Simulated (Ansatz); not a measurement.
GeH4OS2 (`[OH][GeH2][S]S`), charge 0, multiplicity 1.

(1) Give a relaxed structure at PBE0-D4/def2-TZVP (the Gaussian-basis code of Ansatz). (Estimate.)

Results:

(1) The calculation gave: 
```xyz
8

O    -0.396   -0.976   -1.251
Ge    0.849    0.139   -0.657
S    -0.084    1.666    0.682
S    -0.881    0.343    2.048
H    -0.697   -1.564   -0.553
H     1.400    0.858   -1.893
H     1.892   -0.643    0.159
H    -2.084    0.178    1.465
```
